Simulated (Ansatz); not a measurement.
Hf₃, relaxed as a singlet with RKS PBE-D4/def2-TZVP in Ansatz, starting from the GFN1-xTB geometry. Force threshold 0.02 eV/Å.

In the def2 sets Hf takes a core potential; there is no spin–orbit coupling. The restricted singlet is unstable: a solution with broken spin symmetry lies lower. At PBE-D4/def2-TZVP a triplet of charge 0 lies 0.22 eV below the restricted singlet, each at its own geometry. The structure comes from a short search, and lower isomers may exist.

Start:

```xyz
3

Hf   -0.036    1.090    1.211
Hf    0.310    0.486   -1.525
Hf   -0.274   -1.576    0.314
```

Estimate the energy that the relaxation releases and the steps that it takes.

0.16 eV, in 4 steps; 9 s on 4 threads of Arm Neoverse V2 on a shared host. No frequencies were taken in this run, so the end may be a saddle point.

Does the start keep its bonding and symmetry?

By distances, no bond broke or formed. The bond that changes most is Hf2–Hf3, from 2.82 to 2.70 Å (atoms count from 1). Point group D3h at the start, D3h at the end, both within 0.05 Å.

Predict the relaxed structure.


| atom | x (Å) | y (Å) | z (Å) |
| --- | --- | --- | --- |
| Hf1 | -0.0344 | 1.0443 | 1.1605 |
| Hf2 | 0.2971 | 0.4654 | -1.4606 |
| Hf3 | -0.2627 | -1.5097 | 0.3002 |
Bond lengths (bridged metal pairs left out): 3 × Hf–Hf 2.70 Å.
